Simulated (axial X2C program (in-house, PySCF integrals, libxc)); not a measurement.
**Potential curves of LiGe⁺, scalar-relativistic**

Calculated with an in-house relativistic program for diatomic molecules. Spin-free means the one-electron spin-free X2C Hamiltonian. Basis: Ge dyall-cv3z [9s9p7d4f1g], Li dyall-cv3z [7s8p2d] (cores contracted in-house); Gaussian nuclei, density fitting, unrestricted open shells. Masses: Ge 73.921 u, Li 7.016 u.

State: M_S = 1, Λ = 1 (beyond evenly filled blocks: σα, π+α). Energies in eV from the fragments at the same level (Ge + Li+). Fits are polynomials in 1 − R0/R over 0.85 to 1.23 times the lowest point R0.

```tsv
R (Å)	HF
2.4612	-0.5232
2.5744	-0.6102
2.6593	-0.6496
2.7441	-0.6720
2.8290	-0.6812
2.9280	-0.6789
3.0270	-0.6659
3.1543	-0.6379
3.3099	-0.5922
3.5363	-0.5139
```

The state is a single determinant with fixed occupations, the lowest that a limited PBE0 search found. Dissociation energies refer to the lowest single-determinant-based atoms at the same level and basis. PBE0 can misorder states that lie within some tenths of an eV, so this need not be the ground state of the molecule. The nearest other spin-free determinant of the search, M_S = 0, Λ = 1, lies 0.31 eV up at the distance of the search. The atomic limit has a lower orbital projection than the molecule and lies lower at mean-field level, so De may be about a tenth of an eV too small. Spin-free De lacks the spin–orbit lowering of the heavy p-block atom, a tenth of an eV or more for 4p and 5p, up to an eV for 6p and one to two eV for 7p atoms, less what an open-shell molecule gains itself.

Question: What are Re, ωe and De at the HF level?

Answer: At HF, spin-free: Re = 2.859 Å, ωe ≈ 237 cm⁻¹, De = 0.68 eV to Ge + Li+; Be follows as 0.322 cm⁻¹.
